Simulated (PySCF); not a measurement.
Isomers of C4H8OSi2, one conformer each. Level of theory: core-valence-separated Tamm–Dancoff BHandHLYP/aug-pcX-1 (pcseg-1 on H, def2-SVPD on Si) in PySCF, non-relativistic, gas phase, PBE0-D3(BJ)/def2-SVP geometry. No empirical shift is added; at this level the pattern usually sits a few eV under experiment.

P. `O[SiH]1C=C[SiH2]C=C1`
Q. `C#C[Si@H]1CC[SiH2]O1`

Main lines, eV (oscillator strength):
1. C K: 282.7 (0.050), 282.8 (0.053), 283.0 (0.053), 283.2 (0.055), 285.3 (0.009); O K: 532.2 (0.004), 533.0 (0.023), 533.3 (0.006), 533.5 (0.021), 534.2 (0.003)
2. C K: 281.9 (0.094), 281.9 (0.134), 285.7 (0.014), 285.8 (0.021), 286.6 (0.039); O K: 531.6 (0.014), 532.9 (0.022), 533.4 (0.004), 534.1 (0.010), 534.2 (0.005)
Listed: the first five lines at most of each edge with a tenth or more of its strongest line's intensity; roots within 0.03 eV on the same or equivalent atoms are summed. Only the lowest roots were sought, and the top ones are left out.

Which spectrum belongs to which isomer?

1 = Q, 2 = P.
- P: first C line listed at 281.9 eV, hole on the alkene CH carbon; first O line listed at 531.6 eV, hole on the silanol oxygen.
- Q: first C line listed at 282.7 eV, hole on the alkyne carbon (1s→π*); first O line listed at 532.2 eV, hole on the siloxane oxygen.

What are the ground-state energies of the isomers at BHandHLYP/aug-pcX-1 (pcseg-1 on H, def2-SVPD on Si), relative to the lowest?

P 44.5, Q 0.0 kJ/mol (electronic energies on these geometries, no dispersion or zero-point terms).
